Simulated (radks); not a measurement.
Isoelectronic series with 4 electrons, each ion in its NIST ground configuration. Calculated with a radial shooting solver on a logarithmic mesh with Libxc functionals: Dirac Kohn-Sham, BLYP, spin-unpolarised, spherical densities, point nucleus. Total energies (hartree) and mean radii <r> (bohr):

| ion | configuration | E (hartree) | 2s1/2 | 1s1/2 |
|---|---|---|---|---|
| Be | [He] 2s2 | -14.66446 | 2.605 | 0.4209 |
| C2+ | [He] 2s2 | -36.53124 | 1.362 | 0.2701 |
| O4+ | [He] 2s2 | -68.42867 | 0.9312 | 0.1986 |
| Ne6+ | [He] 2s2 | -110.37487 | 0.7085 | 0.1570 |
| Mg8+ | [He] 2s2 | -162.39843 | 0.5719 | 0.1297 |
| Si10+ | [He] 2s2 | -224.53525 | 0.4794 | 0.1104 |
| S12+ | [He] 2s2 | -296.82838 | 0.4125 | 0.09613 |
| Ar14+ | [He] 2s2 | -379.32807 | 0.3619 | 0.08507 |
